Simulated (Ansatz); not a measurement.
Steps of a relaxation of CH₃BO₂Si with RKS PBE0-D4/def2-TZVP.

```sh
$ ansatz run in.yaml --threads 2 --pin off --events-out ev --progress --plain --max-ram 4352MiB
```

```yaml
crystal:
  periodic: [false, false, false]
  atoms:
    - {symbol: O, position_ang: [-0.008845, -2.079606, 1.942706]}
    - {symbol: C, position_ang: [0.374161, -1.074364, 1.490202]}
    - {symbol: B, position_ang: [0.829201, 0.179765, 0.893017]}
    - {symbol: Si, position_ang: [-0.060047, 0.609908, -0.683643]}
    - {symbol: O, position_ang: [-1.270621, -0.340873, -1.339283]}
    - {symbol: H, position_ang: [1.704008, 0.864771, 1.373156]}
    - {symbol: H, position_ang: [0.174819, 1.816084, -1.551595]}
    - {symbol: H, position_ang: [-1.650376, -0.032886, -2.180360]}
basis:
  gaussian: {orbitals: def2-TZVP}
hamiltonian: {xc: pbe0, dispersion: d4}
relax: {f_tol: 0.005, max_steps: 150}
```

Positions (Å) and forces (eV/Å) along the path, 7 of 7 steps:

```xyz
8
step=1 energy=-13726.4590 eV
O    -0.009   -2.080    1.943    0.721    1.894   -0.851
C     0.374   -1.074    1.490   -0.594   -1.460    0.607
B     0.829    0.180    0.893    0.065    0.037    0.039
Si   -0.060    0.610   -0.684   -0.556   -0.540   -0.208
O    -1.271   -0.341   -1.339    0.522    0.863   -0.200
H     1.704    0.865    1.373   -0.350   -0.299   -0.165
H     0.175    1.816   -1.552   -0.074   -0.286    0.184
H    -1.650   -0.033   -2.180    0.266   -0.208    0.593
8
step=2 energy=-13726.5171 eV
O    -0.010   -2.053    1.918    0.058    0.164   -0.077
C     0.371   -1.064    1.477   -0.035   -0.072    0.021
B     0.830    0.182    0.889    0.006    0.072   -0.062
Si   -0.060    0.599   -0.677   -0.350   -0.382   -0.091
O    -1.258   -0.340   -1.333    0.396    0.455    0.063
H     1.693    0.854    1.370   -0.103   -0.093   -0.046
H     0.165    1.792   -1.539   -0.020   -0.062    0.036
H    -1.637   -0.027   -2.161    0.049   -0.081    0.156
8
step=3 energy=-13726.5259 eV
O    -0.016   -2.046    1.906   -0.032   -0.061    0.020
C     0.368   -1.059    1.468    0.034    0.068   -0.024
B     0.829    0.185    0.884   -0.002    0.004   -0.005
Si   -0.061    0.593   -0.674   -0.047   -0.081    0.017
O    -1.244   -0.336   -1.324    0.076    0.097   -0.002
H     1.687    0.851    1.366    0.012    0.002    0.013
H     0.157    1.782   -1.537    0.004    0.016   -0.009
H    -1.628   -0.026   -2.146   -0.045   -0.045   -0.011
8
step=4 energy=-13726.5265 eV
O    -0.019   -2.044    1.903   -0.013   -0.015    0.000
C     0.368   -1.058    1.467    0.012    0.012    0.001
B     0.831    0.186    0.884    0.003    0.005    0.002
Si   -0.061    0.592   -0.674   -0.001   -0.023    0.018
O    -1.241   -0.337   -1.324    0.025    0.054   -0.024
H     1.689    0.851    1.369    0.004    0.001    0.004
H     0.157    1.782   -1.536    0.002    0.007   -0.002
H    -1.631   -0.029   -2.144   -0.033   -0.041    0.000
8
step=5 energy=-13726.5271 eV
O    -0.027   -2.042    1.893    0.004    0.019   -0.011
C     0.366   -1.055    1.462   -0.007   -0.030    0.016
B     0.835    0.189    0.885    0.002    0.000    0.004
Si   -0.058    0.593   -0.674    0.024    0.030    0.007
O    -1.234   -0.338   -1.322   -0.017    0.004   -0.027
H     1.693    0.851    1.374   -0.001    0.002   -0.004
H     0.158    1.785   -1.534   -0.001   -0.005    0.003
H    -1.640   -0.041   -2.139   -0.005   -0.020    0.012
8
step=6 energy=-13726.5272 eV
O    -0.033   -2.041    1.887    0.005    0.011   -0.005
C     0.365   -1.054    1.460   -0.006   -0.013    0.006
B     0.837    0.190    0.885    0.002    0.002    0.003
Si   -0.056    0.597   -0.673    0.015    0.010    0.001
O    -1.230   -0.338   -1.320   -0.015   -0.004   -0.012
H     1.695    0.851    1.375   -0.001    0.000   -0.001
H     0.159    1.788   -1.534   -0.001   -0.002    0.003
H    -1.644   -0.049   -2.135    0.002   -0.004    0.006
8
step=7 energy=-13726.5272 eV
O    -0.033   -2.041    1.886    0.000    0.000    0.000
C     0.364   -1.054    1.459    0.000   -0.001    0.000
B     0.837    0.190    0.885    0.000    0.000    0.000
Si   -0.055    0.597   -0.673   -0.001    0.000   -0.001
O    -1.231   -0.338   -1.319    0.000    0.000    0.000
H     1.695    0.851    1.375    0.000    0.000    0.000
H     0.159    1.788   -1.535    0.000    0.000    0.000
H    -1.644   -0.050   -2.134    0.000    0.000    0.000
```

Run time 17 s (2 threads of an Intel Xeon 6975P-C on a shared host); peak host memory 0.4 GiB.
